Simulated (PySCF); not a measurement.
# Working out the ionisation energy of Kr¹⁴⁺

Kr¹⁴⁺ [Ar] 3d4 (5D) → Kr¹⁵⁺ [Ar] 3d3 (4F). Calculation: PySCF 2.14, in an uncontracted even-tempered set (17 s from 1.1 bohr⁻², ratio 2.5; 11 p from 1.4 bohr⁻², ratio 2.5; 8 d from 1.4 bohr⁻², ratio 2.5; 4 f from 5.7 bohr⁻², ratio 2.7; 4 g from 8.6 bohr⁻², ratio 2.7); the non-relativistic Hamiltonian (point nucleus). Frozen: [Ne]; the 26 highest virtual orbitals dropped. Energies in hartree (1 hartree = 27.21139 eV):

```tsv
part	Kr¹⁴⁺ (lower)	Kr¹⁵⁺ (upper)
UHF	-2660.591923	-2642.474240
MP2 opposite-spin	-0.303294	-0.296679
MP2 same-spin	-0.142973	-0.117672
```

Q: What does Hartree-Fock give?

A: (-2642.474240) − (-2660.591923) = 18.117683 hartree = 493.007 eV.

Q: What do MP2 and SCS-MP2 (6/5 opposite-spin, 1/3 same-spin) give?

A: The opposite-spin parts differ by 0.180 eV and the same-spin parts by 0.688 eV. MP2: 493.007 + (0.180) + (0.688) = 493.875 eV. SCS-MP2: 493.007 + 1.2 × (0.180) + (0.688)/3 = 493.452 eV.

Reference: 492 ± 5 eV (theoretical estimate listed by NIST; NIST Atomic Spectra Database, ionization energies), between the lowest levels; spin-orbit coupling is absent from the calculation.

The calculation is non-relativistic.

What remains against the reference includes basis incompleteness, the frozen core and correlation beyond second order.
